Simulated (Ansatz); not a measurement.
Ansatz (a quantum-chemistry and plane-wave program) input:

Ansatz 0.2 input:
```yaml
crystal:
  periodic: [false, false, false]
  atoms:
    - {symbol: F, position_ang: [1.72715667, -0.68083241, 0.03696662]}
    - {symbol: S, position_ang: [0.19289089, 0.32406552, 0.04439435]}
    - {symbol: F, position_ang: [-1.42173473, 1.19395524, 0.03332705]}
    - {symbol: F, position_ang: [-0.64833907, -1.08923931, -0.14921696]}
basis:
  gaussian:
    orbitals: def2-TZVP
hamiltonian:
  xc: b3lyp
  dispersion: d3bj
total_charge: -1
phonons: {temperatures: {t_min: 298.15, t_max: 298.15, t_step: 100}}
```

Question: Predict the final energy.

Answer: -697.91738 Eh (B3LYP-D3(BJ)/def2-TZVP). The basis has 130 functions. The run takes very roughly 24 core-seconds.
